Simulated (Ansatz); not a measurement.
BeFH (SMILES [BeH][F]) moved off its minimum; all values from Ansatz (a first-principles code), cores frozen in correlated methods.
(charge 0, multiplicity 1)
```xyz
3

Be     0.00992     0.06318    -0.73745
H      0.07700    -0.08654    -2.14080
F      0.01492    -0.02362     0.54758
```

Forces at r2SCAN/def2-TZVPP (eV/Å):

```tsv
atom	Fx	Fy	Fz
Be1	0.142	-0.208	-4.947
H2	-0.101	0.284	1.046
F3	-0.041	-0.076	3.901
```

Task: Give the forces (eV/Å), the total energy and the dipole at CCSD(T)/aug-cc-pVTZ.

Result: 
| atom | Fx | Fy | Fz |
|---|---|---|---|
| Be1 | 0.135 | -0.181 | -5.056 |
| H2 | -0.098 | 0.274 | 1.039 |
| F3 | -0.037 | -0.093 | 4.017 |
Energy -115.0979 hartree, dipole 0.55 D.
